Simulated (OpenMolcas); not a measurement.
Ions of charge +2 along the 3d row on the Na site of NaCl

* Program: OpenMolcas 26.06
* Method: SS-CASPT2, IPEA 0.25 Eh, imaginary shift 0.1 Eh
* Spin-orbit coupling: state interaction with AMFI integrals over the reference wave functions

The d shell is active; CASPT2 correlates the ligand valence shells and the outer metal core. Each dopant is a cluster with its nearest anions in model potentials and point charges, with no relaxation and no local charge compensation. Distances were set from a Shannon-type radius of the metal (high-spin where two are listed) plus a fixed donor radius (Cl 1.76 Å), in hosts weighted 0.65 to 0.35 with the host's distance in the model lattice. Ligand basis ANO-RCC-VDZP, DKH2 Hamiltonian. States (labels of O, the rotations of Oh). Energies in cm-1 above the lowest state or level, χT in cm3 K/mol; under a threefold ground state the first gap can be a small split of the lowest multiplet, not the spin-orbit step; 10Dq and B are least-squares fits to the states below 45000 cm-1, weighted by degeneracy, with a free offset, and given where the rms deviation is under 5 % of |10Dq| (or 100 cm-1) and under 700 cm-1. Spin-only χT is S(S+1) / 2 for the spin of the ground state.

| Ion | Shell | R (Å) | Metal basis | Ground state | First state of that spin | 10Dq | B (rms of fit) | First gap with spin-orbit (degeneracies) | χT at 300 K | First state of another spin | Spin-only χT |
| --- | --- | --- | --- | --- | --- | --- | --- | --- | --- | --- | --- |
| Ti2+ | 3d2 | 2.69 | ANO-RCC-VTZP | 3T1 | 3T2 6850 | 7888 | 654 (345) | 4 (2, 3) | 1.119 | 1T2 8030 | 1.000 |
| V2+ | 3d3 | 2.645 | ANO-RCC-VTZP | 4A2 | 4T2 6280 |  |  | 6210 (4, 2) | 1.843 | 2E 11810 | 1.875 |
| Cr2+ | 3d4 | 2.651 | ANO-RCC-VTZP | 5E | 5T2 5670 |  |  | 7 (1, 3) | 2.936 | 3T1 13030 | 3.000 |
| Mn2+ | 3d5 | 2.671 | ANO-RCC-VTZP | 6A1 |  |  |  | 23850 (6, 2) | 4.386 | 4T1 23890 | 4.375 |

Every ion keeps the highest spin of its shell. χT departs most from the spin-only value for Ti2+, by +0.119 cm3 K/mol.

Roots that are degenerate in the reference are averaged as groups; the widest CASPT2 spread within a group is 500 cm-1 (the 3-fold group of multiplicity 4 near 6280 cm-1 above the lowest state of its run, V2+). Shifts and gaps below about the spread of the groups concerned are not significant. Over all roots computed the reference weight is 0.68 to 0.69 in Ti2+, 0.68 to 0.69 in V2+, 0.67 to 0.69 in Cr2+, 0.67 to 0.69 in Mn2+; a low but even weight reflects the number of correlated electrons. Ligand-to-metal charge-transfer states are missing. With no ligand orbital active B as a rule stays too high, so bands that hang on it stand too high and its fall with covalency is understated. With one d shell and no ligand orbital active, 10Dq can be off by tens of per cent for divalent 3d ions, low with halides held by bare charges and at times high in hosts. Free-ion shares, where given, are those of the reference states; single-state CASPT2 does not remix them. An orbital triplet at a regular site is open to Jahn-Teller coupling, which can distort the site and quench the lowest spin-orbit gaps and is left out (holds for Ti2+). These CASPT2 states fit no ligand-field parameters well, so their order and spin gaps are uncertain (holds for V2+; Cr2+; Mn2+). An orbital doublet at a regular site is open to a Jahn-Teller distortion, which this geometry leaves out (holds for Cr2+). No measured value stands beside these numbers; the geometry was set by hand and not optimised.
